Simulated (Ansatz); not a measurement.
Start from `[SH][GeH3]` and change one element to get `[OH][GeH3]`.

Ansatz, PBE0-D4/def2-TZVP geometries, multiplicity 1. 

Scalar relativity is left out up to krypton.

```
                                        property  `[SH][GeH3]`
             LUMO energy (B3LYP/def2-TZVPP) / eV         -0.27
           HOMO–LUMO gap (B3LYP/def2-TZVPP) / eV          6.80
               LUMO energy (PBE/def2-TZVPP) / eV         -0.91
             HOMO energy (B3LYP/def2-TZVPP) / eV         -7.07
size of the dipole moment (B3LYP/def2-TZVPP) / D          1.24
             HOMO–LUMO gap (PBE/def2-TZVPP) / eV          5.18
```

Task: Give the same properties after the change, and the shifts. (Best estimate.)

Result: The calculation gave: 
```csv
property,`[OH][GeH3]`,shift
LUMO energy (B3LYP/def2-TZVPP) / eV,-0.20,0.07
HOMO–LUMO gap (B3LYP/def2-TZVPP) / eV,7.99,1.19
LUMO energy (PBE/def2-TZVPP) / eV,-0.77,0.14
HOMO energy (B3LYP/def2-TZVPP) / eV,-8.19,-1.12
size of the dipole moment (B3LYP/def2-TZVPP) / D,1.44,0.20
HOMO–LUMO gap (PBE/def2-TZVPP) / eV,6.05,0.87
```

With PBE0 the HOMO falls by 1.11 eV and the LUMO rises by 0.10 eV, so the gap widens by about 1.21 eV. PBE moves the HOMO by -0.74 eV and ωB97M-V by -1.28 eV. Dipoles are sizes alone; their direction can turn.

B3LYP here is the variant with VWN-RPA as its local correlation; programs differ in this.
